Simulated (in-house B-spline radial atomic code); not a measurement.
S⁴⁺. Computed with a B-spline radial atomic code. Model: all-electron spherical atom, spin shells full or empty, radial basis limit, no spin-orbit coupling: exact exchange with a local potential (Slater, KLI or optimised effective potential, whose far tail is KLI's), no correlation.

The run also made RPA and GW results, which its time includes.

The Slater potential averages the orbital exchange potentials with the orbital densities as weights, KLI adds orbital constants, and the optimised effective potential minimises the exact-exchange energy among local potentials. So their energies lie above Hartree-Fock in the order OEP, KLI, Slater. All fall off as −1/r, unlike LDA and GGA exchange.

Command:
```bash
python run_gw.py task.json out
```
Settings (nuclear radius in fm, other lengths in bohr, energies in hartree):
```
Z                      16
electrons              12
configuration          [Ne] 3s2
hamiltonian            x2c
method                 oep
lmax                   9
rms_radius             3.2611
spin_polarised         False
box_radius             11.96
intervals              102
ion_configuration      [Ne] 3s1
```

Run time, properties included: 4.4 s on 1 thread of Intel(R) Xeon(R) 6975P-C (Granite Rapids) (shared host).

Given: hamiltonian one-electron scalar X2C; mean-field start exchange-only OEP.

Computed: energy above Hartree-Fock 3.5086 millihartree.

```
radius (bohr)  r times exchange potential (hartree bohr)
      0.00313                                  -0.040463
      0.00378                                  -0.048821
      0.00458                                  -0.059076
      0.00555                                   -0.07145
      0.00673                                    -0.0864
      0.00815                                   -0.10422
      0.00987                                   -0.12551
       0.0119                                   -0.15017
       0.0145                                   -0.18091
       0.0175                                    -0.2151
       0.0212                                   -0.25519
       0.0257                                   -0.30064
       0.0311                                   -0.35019
       0.0377                                   -0.40325
       0.0457                                    -0.4567
       0.0553                                          ?
        0.067                                   -0.54553
       0.0812                                   -0.56668
       0.0983                                   -0.55817
        0.119                                          ?
        0.144                                   -0.46455
        0.175                                   -0.50283
        0.212                                   -0.64465
        0.256                                   -0.79247
         0.31                                   -0.91111
        0.376                                     -0.995
        0.455                                    -1.0299
        0.552                                    -1.0014
        0.668                                    -0.8927
        0.809                                   -0.70051
         0.98                                   -0.64621
         1.19                                   -0.82436
         1.44                                   -0.92298
         1.74                                   -0.96571
         2.11                                   -0.98841
         2.55                                    -0.9966
         3.09                                   -0.99889
```

**Question.** What belongs in the row 0.0553?

**Answer.** r times exchange potential (hartree bohr): -0.5059.

**Question.** What belongs in the row 0.119?

**Answer.** r times exchange potential (hartree bohr): -0.51382.

```
occupied  level (hartree)  Hartree-Fock level (hartree)
      1s           -90.92                       -94.575
      2s                ?                             ?
      2p          -8.2099                       -8.8628
      3s          -2.6092                        -2.609
```

**Question.** What belongs in the row 2s?

**Answer.** level (hartree): -10.264; Hartree-Fock level (hartree): -11.243.

```tsv
empty	level (hartree)
3p	-2.1518
3d	?
4s	-1.2103
4p	-1.056
```

**Question.** What belongs in the row 3d?

**Answer.** level (hartree): -1.529.

The highest level, 3s, differs from Hartree-Fock by -0.0061 eV and the deepest, 1s, by +99.5 eV: a local potential can match the highest level but can't give each shell its own exchange.
